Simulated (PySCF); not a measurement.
furan-2-ylsilane (C4H6OSi), SMILES [SiH3]c1ccco1. Atoms are numbered in the order given.

```xyz
12

Si    -0.0084     2.0505     0.0000
C      0.0989     0.1850     0.0000
C      1.1619    -0.6794     0.0000
C      0.6191    -2.0085     0.0000
C     -0.7352    -1.8509     0.0000
O     -1.0625    -0.5417     0.0000
H     -0.7260     2.5428    -1.2104
H     -0.7260     2.5428     1.2104
H      1.3897     2.5660     0.0000
H      2.2144    -0.3972     0.0000
H      1.1644    -2.9511     0.0000
H     -1.5662    -2.5543     0.0000
```

Geometry optimised at ωB97X-D3(BJ)/def2-SVP.

The numbers are results of PBE/def2-TZVP in PySCF, not measurements.

Gas-phase values at a fixed geometry.

The total energy is -520.38337 hartree, the point group is Cs and the highest occupied level is -5.77 eV. The lowest empty level comes out as -1.24 eV, the orbital gap comes out as 4.53 eV and the dipole moment is 1.01 D. The quadrupole, principal values (traceless, Buckingham form, about the centre of nuclear charge) comes out as -5.55, 0.76, 4.78 D·Å. The mean static polarisability comes out as 76.5 bohr³ (11.34 Å³) and the polarisability, principal values is 53.2, 74.3, 102.1 bohr³.
